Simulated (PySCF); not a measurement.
CH₅F₂NOSi, SMILES N[Si@](O)(F)CF. Atoms are numbered in the order given.

```xyz
11

N      1.5029    -0.6320     0.5592
Si     0.1785     0.3463     0.1516
O      0.5980     1.4122    -1.0457
F     -0.3592     1.2844     1.3782
C     -1.2672    -0.8077    -0.2346
F     -0.7999    -1.9216    -0.9348
H      2.4621    -0.3061     0.5184
H      1.4247    -1.6346     0.4236
H      0.1396     2.2607    -1.0569
H     -1.7485    -1.1534     0.6984
H     -2.0466    -0.3072    -0.8368
```
Charge 0, spin multiplicity 1.

Geometry optimised at B3LYP-D3(BJ)/def2-SVP. The structure was generated by enumeration; whether it is a known compound was not checked. The values are those of a single conformer.

The numbers are results of PBE/pcSseg-1 run with PySCF, not measurements.

GIAO shieldings, no solvent; atoms listed in one row are averaged. δ = σ(ref) − σ: ¹⁵N against NH3 (σ = 267.0 ppm); ²⁹Si against TMS (σ = 335.4 ppm); ¹⁷O against H2O (σ = 334.3 ppm); ¹⁹F against CFCl3 (σ = 133.6 ppm); ¹³C against TMS (σ = 182.0 ppm); ¹H against TMS (σ = 31.49 ppm), references at their B3LYP-D3(BJ)/def2-TZVP geometries, non-relativistic.

Computed chemical shifts:
```csv
nucleus,atoms,count,δ (ppm)
¹⁵N,N1,1,31.3
²⁹Si,Si2,1,-28.6
¹⁷O,O3,1,60.6
¹⁹F,F4,1,-166.5
¹⁹F,F6,1,-328.3
¹³C,C5,1,80.8
¹H,H10,1,4.82
¹H,H11,1,4.73
¹H,H9,1,1.91
¹H,H8,1,1.70
¹H,H7,1,1.25
```
